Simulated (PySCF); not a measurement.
# Excitation energy of Mn²⁺ by level of theory

Mn²⁺ [Ar] 3d5 (6S) → Mn²⁺ [Ar] 3d4 4s1 (6D), as a difference of total energies. Calculation: PySCF 2.14, in def2-TZVPPD (6s6p4d2f1g, 67 functions); the non-relativistic Hamiltonian (point nucleus). Correlated levels: valence: [Ar] frozen. The calculations carry no spin-orbit coupling.

| method | excitation energy (eV) |
| --- | --- |
| UHF | 7.841 |
| MP2 (valence) | 8.348 |
| SCS-MP2 (valence) | 8.010 |
| CCSD (valence) | 8.338 |
| CCSD(T) (valence) | 8.346 |

Problem. How much does correlation contribute at CCSD(T) (valence)?

Solution. 8.346 − (7.841) = 0.505 eV, measured against UHF.

A first-order spin-orbit estimate (lowest level to lowest level, LS coupling) adds -0.065 eV.
